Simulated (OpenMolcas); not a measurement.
## Pd2+: effect of the metal basis and orthogonalisation functions

Pd2+ with its 6 nearest fluoride ions at 2.027 Å, on the Zn site of KZnF3 (a = 4.054 Å, distance in the model lattice 2.027 Å). The rest of the host is ab initio model potentials to 7.6 Å and point charges beyond; the distance is set by hand and nothing relaxes.

```
Program             : OpenMolcas 26.06
Method              : CASSCF
Spin-orbit coupling : state interaction with AMFI integrals over the reference wave functions
```

Fixed: ligand basis ANO-RCC-VDZP, active space 8 electrons in 5 orbitals (4d), DKH2 Hamiltonian.

States (labels of O, the rotations of Oh). Energies in cm-1 above the lowest state or level, χT in cm3 K/mol; 10Dq and B are least-squares fits to the states below 45000 cm-1, weighted by degeneracy, with a free offset, and given where the rms deviation is under 5 % of |10Dq| (or 100 cm-1) and under 700 cm-1.

```json
{"Run": "A", "Metal basis": "ANO-RCC-VDZP", "Orthogonalisation functions": "yes", "Ground state": "3A2", "First state of that spin": "3T2 17055", "10Dq": "16884", "B (rms of fit)": "882 (62)", "First gap with spin-orbit (degeneracies)": "12972 (3, 2)", "χT at 300 K": "1.318", "First state of another spin": "1E 13644", "Cost": "roughly 16 core-seconds"}
{"Run": "B", "Metal basis": "ANO-RCC-VTZP", "Orthogonalisation functions": "no", "Ground state": "3A2", "First state of that spin": "3T2 17236", "10Dq": "17017", "B (rms of fit)": "893 (85)", "First gap with spin-orbit (degeneracies)": "13275 (3, 2)", "χT at 300 K": "1.305", "First state of another spin": "1E 13932", "Cost": "roughly 20 core-seconds"}
```

Against A, |10Dq| changes by +0.8 % in B.

Costs are those of the RASSCF and RASSI steps.

Without dynamic correlation the repulsion within the d shell is too large (B by tens of per cent), so at a given field states of lower spin stand too high. Real 4d8 and 5d8 ions are as a rule square planar and diamagnetic. With metal d orbitals alone the field can be off either way by tens of per cent. Ligand-to-metal charge-transfer states are missing. With no ligand orbital active B as a rule stays too high, so bands that hang on it stand too high and its fall with covalency is understated. The distance lies 4 % under the 2.12 Å that this model takes as the normal distance (a Shannon-type radius plus a fixed donor radius, weighted with the host); by an R⁻⁵ law this alone changes a d-shell field by about +25 %. No measured value stands beside these numbers; the geometry was set by hand and not optimised.
